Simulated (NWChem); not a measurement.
System: GaN2H4Cl; SMILES [NH2][Ga]([NH2])[Cl]

Input file for NWChem:

```
start job
memory heap 200 mb stack 900 mb global 1100 mb
geometry units angstroms noautosym nocenter noautoz
  Ga    -0.022599    -0.318503     0.010168
  Cl     0.049300     1.834441     0.009316
  N     -0.016280    -1.141817     1.614665
  H      0.174502    -0.625899     2.464286
  H      0.147579    -2.133777     1.729318
  N     -0.084952    -1.140559    -1.593608
  H     -0.311658    -2.120041    -1.708173
  H     -0.238342    -0.614006    -2.444237
end
basis spherical
  * library def2-svpd
end
dft
  xc xpbe96 cpbe96
  iterations 150
end
property
  response 1 0.0
end
task dft property
```

Excerpt of the output:

```
             Northwest Computational Chemistry Package (NWChem) 7.3.0
             --------------------------------------------------------

                             Geometry "geometry" -> ""
                             -------------------------

 Output coordinates in angstroms (scale by  1.889725989 to convert to a.u.)

  No.       Tag          Charge          X              Y              Z
 ---- ---------------- ---------- -------------- -------------- --------------
    1 Ga                  31.0000    -0.02259900    -0.31850300     0.01016800
    2 Cl                  17.0000     0.04930000     1.83444100     0.00931600
    3 N                    7.0000    -0.01628000    -1.14181700     1.61466500
    4 H                    1.0000     0.17450200    -0.62589900     2.46428600
    5 H                    1.0000     0.14757900    -2.13377700     1.72931800
    6 N                    7.0000    -0.08495200    -1.14055900    -1.59360800
    7 H                    1.0000    -0.31165800    -2.12004100    -1.70817300
    8 H                    1.0000    -0.23834200    -0.61400600    -2.44423700

 Effective nuclear repulsion energy (a.u.)     357.4867833681

  pbe96 is a nonlocal functional; adding pw91lda local functional.
                              NWChem Property Module
                              ----------------------

                                 NWChem DFT Module
                                 -----------------

 Summary of "ao basis" -> "ao basis" (spherical)
 ------------------------------------------------------------------------------
       Tag                 Description            Shells   Functions and Types
 ---------------- ------------------------------  ------  ---------------------
 Ga                        def2-svpd                14       38   6s4p4d
 Cl                        def2-svpd                11       27   5s4p2d
 N                         def2-svpd                 8       20   4s2p2d
 H                         def2-svpd                 4        8   2s2p

            General Information
            -------------------
          SCF calculation type: DFT
          Wavefunction type:  closed shell.
          No. of atoms     :     8
          No. of electrons :    66
           Alpha electrons :    33
            Beta electrons :    33
          Charge           :     0
          Spin multiplicity:     1
          Use of symmetry is: off; symmetry adaption is: off
          Maximum number of iterations: 150
          AO basis - number of functions:   137
                     number of shells:    57
          Convergence on energy requested:  1.00D-06
          Convergence on density requested:  1.00D-05
          Convergence on gradient requested:  5.00D-04

              XC Information
              --------------
          PerdewBurkeErnzerhof Exchange Functional  1.000
            Perdew 1991 LDA Correlation Functional  1.000 local
           PerdewBurkeErnz. Correlation Functional  1.000 non-local

             Grid Information
             ----------------
          Grid used for XC integration:  medium
          Radial quadrature: Mura-Knowles
          Angular quadrature: Lebedev.
          Tag              B.-S. Rad. Rad. Pts. Rad. Cut. Ang. Pts.
          ---              ---------- --------- --------- ---------
          Ga                  1.30      112          11.0       590
          Cl                  1.00       88          12.0       590
          N                   0.65       49          12.0       434
          H                   0.35       45          13.0       434
          Grid pruning is: on
          Number of quadrature shells:   478
          Spatial weights used:  Erf1

      Superposition of Atomic Density Guess
      -------------------------------------

 Sum of atomic energies:       -2492.79178059

      Non-variational initial energy
      ------------------------------

 Total energy =   -2494.123139
 1-e energy   =   -4181.031091
 2-e energy   =    1329.421168
 HOMO         =      -0.343308
 LUMO         =      -0.029772

   convergence    iter        energy       DeltaE   RMS-Dens  Diis-err
 ---------------- ----- ----------------- --------- --------- ---------
 d= 0,ls=0.0,diis     1  -2495.9116680449 -2.85D+03  2.39D-02  7.94D-01
 d= 0,ls=0.0,diis     2  -2495.8045466963  1.07D-01  9.81D-03  1.58D+00
 d= 0,ls=0.0,diis     3  -2495.9837567552 -1.79D-01  2.84D-03  1.46D-01
 d= 0,ls=0.0,diis     4  -2495.9971600278 -1.34D-02  1.25D-03  2.26D-02
 d= 0,ls=0.0,diis     5  -2495.9994246089 -2.26D-03  2.03D-04  3.62D-04
  Resetting Diis
 d= 0,ls=0.0,diis     6  -2495.9994645415 -3.99D-05  1.18D-04  1.11D-04
 d= 0,ls=0.0,diis     7  -2495.9994740256 -9.48D-06  3.14D-05  1.82D-06
 d= 0,ls=0.0,diis     8  -2495.9994738479  1.78D-07  1.97D-05  3.80D-06
 d= 0,ls=0.0,diis     9  -2495.9994742467 -3.99D-07  2.96D-06  1.23D-07

         Total DFT energy =    -2495.999474246697
      One electron energy =    -4182.654452802283
           Coulomb energy =     1447.171891922248
    Exchange-Corr. energy =     -118.003696734742
 Nuclear repulsion energy =      357.486783368080

 Numeric. integr. density =       65.999988235222

                       DFT Final Molecular Orbital Analysis
                       ------------------------------------

 Vector   31  Occ=2.000000D+00  E=-2.720348D-01
              MO Center=  4.3D-02,  1.6D+00,  9.5D-03, r^2= 1.8D+00
   Bfn.  Coefficient  Atom+Function         Bfn.  Coefficient  Atom+Function
  ----- ------------  ---------------      ----- ------------  ---------------
    52      0.585484  2 Cl pz                49      0.463685  2 Cl pz
    46      0.267866  2 Cl pz                55      0.102626  2 Cl pz
    20     -0.090871  1 Ga d -1             105     -0.081941  6 N  s
    69      0.081035  3 N  s                 72     -0.066663  3 N  pz
   108     -0.066681  6 N  pz                30      0.060468  1 Ga d -1

 Vector   32  Occ=2.000000D+00  E=-2.416637D-01
              MO Center= -3.5D-02, -6.8D-01,  1.3D-02, r^2= 4.2D+00
   Bfn.  Coefficient  Atom+Function         Bfn.  Coefficient  Atom+Function
  ----- ------------  ---------------      ----- ------------  ---------------
    70      0.350054  3 N  px               106      0.346981  6 N  px
    50      0.242886  2 Cl px                73     -0.242822  3 N  px
   109     -0.240600  6 N  px                47      0.187986  2 Cl px
    13     -0.147952  1 Ga px                69      0.116497  3 N  s
   105     -0.114373  6 N  s                 16     -0.109969  1 Ga px

 Vector   33  Occ=2.000000D+00  E=-2.208865D-01
              MO Center= -5.0D-02, -1.1D+00,  8.2D-03, r^2= 3.6D+00
   Bfn.  Coefficient  Atom+Function         Bfn.  Coefficient  Atom+Function
  ----- ------------  ---------------      ----- ------------  ---------------
    70      0.410567  3 N  px               106     -0.409230  6 N  px
    73     -0.287449  3 N  px               109      0.286636  6 N  px
    69      0.190190  3 N  s                105      0.188017  6 N  s
     5     -0.122867  1 Ga s                 22     -0.101117  1 Ga d  1
     4     -0.087333  1 Ga s                 87     -0.071192  4 H  s

 Vector   34  Occ=0.000000D+00  E=-5.538385D-02
              MO Center= -2.8D-02, -5.4D-01,  1.0D-02, r^2= 8.0D+00
   Bfn.  Coefficient  Atom+Function         Bfn.  Coefficient  Atom+Function
  ----- ------------  ---------------      ----- ------------  ---------------
     6      1.316748  1 Ga s                 43     -0.611823  2 Cl s
     4      0.488988  1 Ga s                 17      0.323096  1 Ga py
    54      0.306236  2 Cl py               105      0.307013  6 N  s
    69      0.302848  3 N  s                 51      0.263168  2 Cl py
    68     -0.239252  3 N  s                104     -0.239440  6 N  s

 Vector   35  Occ=0.000000D+00  E=-1.708294D-02
              MO Center= -2.0D-02, -2.3D-01,  1.0D-02, r^2= 3.9D+00
   Bfn.  Coefficient  Atom+Function         Bfn.  Coefficient  Atom+Function
  ----- ------------  ---------------      ----- ------------  ---------------
    16      0.692725  1 Ga px                13      0.462657  1 Ga px
    69      0.339879  3 N  s                105     -0.335620  6 N  s
    50     -0.224560  2 Cl px                70      0.222783  3 N  px
   106      0.221985  6 N  px                10     -0.217718  1 Ga px
    73     -0.173072  3 N  px               109     -0.171831  6 N  px

 Vector   36  Occ=0.000000D+00  E= 5.571113D-03
              MO Center= -4.5D-02, -1.0D+00,  1.0D-02, r^2= 8.8D+00
   Bfn.  Coefficient  Atom+Function         Bfn.  Coefficient  Atom+Function
  ----- ------------  ---------------      ----- ------------  ---------------
     6      1.853743  1 Ga s                  5     -1.223070  1 Ga s
    43     -1.134655  2 Cl s                 38     -0.554083  1 Ga d  2
   105      0.526670  6 N  s                 69      0.522231  3 N  s
    95     -0.438222  5 H  s                123     -0.440059  7 H  s
     4     -0.401571  1 Ga s                 42      0.364520  2 Cl s

     Multipole analysis of the density
     ---------------------------------

     L   x y z        total         alpha         beta         nuclear
     -   - - -        -----         -----         ----         -------
     0   0 0 0     -0.000000    -33.000000    -33.000000     66.000000

     1   1 0 0     -0.034114      0.737900      0.737900     -1.509914
     1   0 1 0     -1.103267     -0.401919     -0.401919     -0.299429
     1   0 0 1     -0.000387     -0.625856     -0.625856      1.251326

     2   2 0 0    -32.416675    -16.772016    -16.772016      1.127356
     2   1 1 0      0.077979     -5.231721     -5.231721     10.541421
     2   1 0 1      1.678339     -3.739832     -3.739832      9.158003
     2   0 2 0    -30.590258   -173.138673   -173.138673    315.687087
     2   0 1 1     -0.071948      0.146876      0.146876     -0.365701
     2   0 0 2    -27.449026   -110.120364   -110.120364    192.791702

 *** CALLING NEW AORESP DRIVER FOR CLOSED AND OPEN SHELLS ***
 Entering AOResponse driver routine

--------------------------------------------------------------------------------

          -----------------------------------------------
          Solving response equations for perturbing field
          -----------------------------------------------

 number of frequencies:     1
 frequency in a.u.:  0.0000000E+00
 Perturbing field: electric
 Using El. Dipole Length Gauge

 Setting up CPKS with frequency omega =      0.00000000 a.u.

 STATIC response

                                NWChem CPHF Module
                                ------------------

  scftype          =     RHF
  nclosed          =       33
  nopen            =        0
  variables        =     3432
  # of vectors     =        3
  tolerance        = 0.10D-03
  level shift      = 0.00D+00
  max iterations   =       50
  max subspace     =       30

 SCF residual:    8.3003811314122904E-005

Iterative solution of linear equations
  No. of variables     3432
  No. of equations        3
  Maximum subspace       30
        Iterations       50
       Convergence  1.0D-04

   iter   nsub   residual    time
   ----  ------  --------  ---------
     1      3    5.11D+00      67.1
     2      6    3.18D+00      84.6
     3      9    5.07D-01     101.8
     4     12    1.64D-01     119.1
     5     15    4.95D-02     136.3
     6     18    3.79D-02     153.7
     7     21    1.35D-03     170.5
     8     24    1.77D-04     188.5
     9     27    5.25D-05     205.1

 Electric Dipole Response Matrix (nonzero elements):

              1        2        3
    1   49.3111   0.6666   0.2682
    2    0.6666  69.1365  -0.0110
    3    0.2682  -0.0110  66.2552

 ------------------------------------------
 average:        61.56760 + I       0.00000

 DFT Linear Response polarizability / au
 Frequency  =       0.0000000 / au
              X              Y              Z
 -----------------------------------------------
 X      49.3111137      0.6666252      0.2681506
 Y       0.6666228     69.1365050     -0.0110237
 Z       0.2681516     -0.0110246     66.2551891
 -----------------------------------------------
 Eigenvalues =      49.2844800     69.1588963     66.2594316
 Isotropic   =      61.5676026
 Anisotropic =      18.5950034
 -----------------------------------------------

 Magnetic Dipole Response Matrix (nonzero elements):

 Exiting AOResponse driver routine
```

Level: PBE/def2-SVPD. The geometry was optimised at PBE0/def2-SVP.
